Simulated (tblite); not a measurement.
Isomers of C5H7FOSi. All values are computed: GFN2-xTB (tblite) harmonic vibrations without scaling, gas phase. Errors from tens to a few hundred cm⁻¹ against measured bands are possible. Modes of hydrogen on silicon can be 10 to 20 % off. One conformer each.

Electronic energies: GFN2-xTB at the same geometries; isomer energies are rough at this level and their order can be wrong.

```csv
SMILES,"electronic energy, lowest = 0 (kJ/mol)"
C=C1CC(=O)[Si@@H]1CF,267.9
FC1=C[SiH2]OC=CC1,0.0
C=C(C)[SiH2]C(F)=C=O,247.8
```

How do GFN2-xTB zero-point energies change the relative energies?

```tsv
SMILES	ZPE (kJ/mol)	of it from modes above 1550 cm⁻¹	electronic (kJ/mol)	with ZPE, lowest = 0 (kJ/mol)	lowest mode (cm⁻¹)	rings
FC1=C[SiH2]OC=CC1	275.1	138.2	0.0	0.0	74	1
C=C(C)[SiH2]C(F)=C=O	265.2	141.4	247.8	237.9	18	0
C=C1CC(=O)[Si@@H]1CF	272.5	142.5	267.9	265.2	44	1
```

The zero-point energies span 9.9 kJ/mol, from `C=C(C)[SiH2]C(F)=C=O` to `FC1=C[SiH2]OC=CC1`. The order is unchanged.
